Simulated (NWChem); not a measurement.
System: MnClF, sextet; SMILES [Cl][Mn][F]

```xyz
3

Mn    -0.0459     0.4006     0.0000
F     -0.0797     2.1708     0.0000
Cl    -0.0042    -1.7745     0.0000
```
Atoms are numbered in this order, from 1.

Level: PBE-D3(BJ)/def2-SVP, spin-unrestricted (NWChem), optimised geometry, unscaled harmonic frequencies. This spin state was assumed; another may lie lower.

### Question
List the harmonic frequencies with IR intensities, and the thermochemistry.

### Answer
```
frequency (cm⁻¹)  IR intensity (km/mol)
----------------  ---------------------
88                                 24.4
393                                17.5
689                               145.2
```

| Item | Value |
|---|---|
| zero-point energy | 1.7 kcal/mol |
| thermal correction to the enthalpy at 298.15 K (with zero-point energy) | 4.8 kcal/mol |
| heat capacity Cv | 10.3 cal/(mol K) |
| dipole moment | 0.54 D |

Rigid rotor and harmonic oscillator; modes under 100 cm⁻¹ make the entropy uncertain.
